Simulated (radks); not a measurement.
Species: In2+. Configuration: [Kr] 4d10 5s1.

Calculated with a radial shooting solver on a logarithmic mesh with Libxc functionals: Dirac Kohn-Sham, PBE, spin-unpolarised, spherical densities, point nucleus.

Energy parts (eV):
part                       energy
total                 -160065.813
kinetic                168197.259
electron-nucleus      -387605.022
Hartree                 63681.658
exchange-correlation    -4339.708

Orbitals (lengths in bohr, moments of r in powers of bohr; <r^-3> diverges for s and p1/2; r(max) is where P^2 peaks):
orbital  occ.  eigenvalue (eV)   r(max)  <r^-3>
1s1/2       2        -27755.01  0.01921       -
2s1/2       2        -4169.860   0.1087       -
2p1/2       2        -3889.730  0.08384       -
2p3/2       4        -3678.847  0.08827    4019
3s1/2       2        -805.9382   0.3157       -
3p1/2       2        -692.9153   0.3021       -
3p3/2       4        -654.8242   0.3122   739.4
3d3/2       4        -454.9906   0.2566   115.3
3d5/2       6        -447.1871   0.2595   108.0
4s1/2       2        -137.6340   0.7702       -
4p1/2       2        -100.7390   0.7997       -
4p3/2       4         -94.0921   0.8244   128.9
4d3/2       4         -37.0458   0.9251   13.27
4d5/2       6         -36.1728   0.9351   12.26
5s1/2       1         -23.6676    2.044       -
5p1/2       0         -16.6147    2.399       -
5p3/2       0         -16.0355    2.480   11.29

The highest occupied level is 5s1/2 at -23.668 eV. Summed over all electrons, <r^2> = 32.32 bohr^2, which gives a Langevin (diamagnetic) susceptibility term of -25.6 x 10^-6 cm^3/mol. The density falls to 0.001 e/bohr^3 at r = 3.57 bohr.
